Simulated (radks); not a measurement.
Valence configurations of Hf (all share [Xe]). Method: scalar-relativistic Kohn-Sham, BLYP, spin-polarised, spherical densities, point nucleus; open shells are filled with parallel spins first (spin-orbit coupling, left out, can overturn this in heavy ions); computed with a radial shooting solver on a logarithmic mesh with Libxc functionals. Energies are relative to 4f14 5d2 6s2; eigenvalues in eV for spin up.

\begin{tabular}{lrrrrrr}
valence & E (eV) & moment (Bohr magnetons) & e(4f) & e(5d) & e(6p) & e(6s) \\ \hline
4f14 5d2 6s2 & 0.000 & 2 & -16.481 & -2.872 & - & -5.208 \\
4f13 5d2 6s2 6p1 & 19.884 & 4 & -28.438 & -6.617 & -2.389 & -7.096 \\
4f13 5d1.5 6s2 6p1.5 & 22.200 & 4 & -30.419 & -7.884 & -2.850 & -7.842 \\
4f14 5d2.5 6s1.5 & 0.827 & 3 & -15.642 & -2.531 & - & -5.108 \\
4f13.5 5d2.5 6s2 & 7.479 & 3 & -20.484 & -3.476 & - & -5.377 \\
4f13 5d0.5 6s2 6p2.5 & 28.049 & 4 & -34.493 & -10.396 & -3.739 & -9.271 \\
4f13.5 5d1.5 6s2 6p1 & 10.268 & 3 & -24.130 & -5.859 & -2.346 & -6.895 \\
4f14 5d3 6s1 & 1.579 & 4 & -14.901 & -2.238 & - & -5.030 \\
4f14 6s2 6p2 & 5.639 & 2 & -23.720 & - & -3.172 & -8.064 \\
4f13 5d0.5 6s1 6p3.5 & 33.000 & 5 & -35.756 & -11.521 & -4.320 & -10.145 \\
\end{tabular}

NIST lists [Xe] 4f14 5d2 6s2 as the ground configuration; this level of theory agrees among the configurations tried. The energies are those of spherical high-spin densities, not of single terms.
